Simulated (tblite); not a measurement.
Species: C11H7N3.
Z-matrix (Å and degrees, GFN2-xTB geometry), rows numbered from 1:
```
C 
C   1  1.4011
N   2  1.3074  1  123.71
C   3  1.3366  2  118.78  1    -0.00
C   4  1.4170  3  122.48  2     0.00
C   1  1.3730  2  118.39  3     0.03
C   5  1.4248  4  120.26  3   179.96
C   7  1.3536  5  121.24  4    -0.01
C   8  1.4234  7  120.25  5     0.01
N   9  1.3442  8  118.90  7   179.99
C  10  1.3105  9  117.35  8   179.96
C  11  1.4035 10  121.84  9     0.02
N  12  1.3102 11  121.95 10     0.01
C  13  1.3395 12  117.44 11    -0.02
H   1  1.0790  2  120.30  3  -179.98
H   2  1.0826  1  120.61  3   179.99
H   6  1.0816  1  121.23  2   179.96
H   7  1.0810  5  118.00  4  -179.98
H   8  1.0788  7  122.22  5  -179.97
H  11  1.0819 10  116.49  9   180.00
H  12  1.0817 11  121.49 10  -180.00
```

The geometry is computed with GFN2-xTB (gas phase).

Masses are those of the commonest isotopes; rigid-rotor values at the optimised geometry. 

(1) What are A, B and C (MHz)?

(2) Classify the top.

(3) What does the inertial defect say?

## Answers

(1) Ia = 303.07, Ib = 853.75, Ic = 1156.82 u·Å²; 505379 MHz·u·Å²/I gives A = 1668, B = 592.0, C = 436.9 MHz.

(2) An asymmetric top; Ray's κ = -0.748.

(3) Planar: Δ = Ic − Ia − Ib = 0.00 u·Å². For a rigid frame Δ = −2 Σ m c², so it vanishes when all atoms lie in the ab plane; here none is more than 0.01 Å from it.

Its GFN2-xTB frequencies are all real (lowest 82 cm⁻¹). No vibrational averaging or centrifugal distortion is included, and the geometry carries the error of its method.

Time: 0.25 s wall. Hardware: Intel Xeon 6975P-C, one thread, no GPU, on a shared host. That covers the optimisation of the geometry.
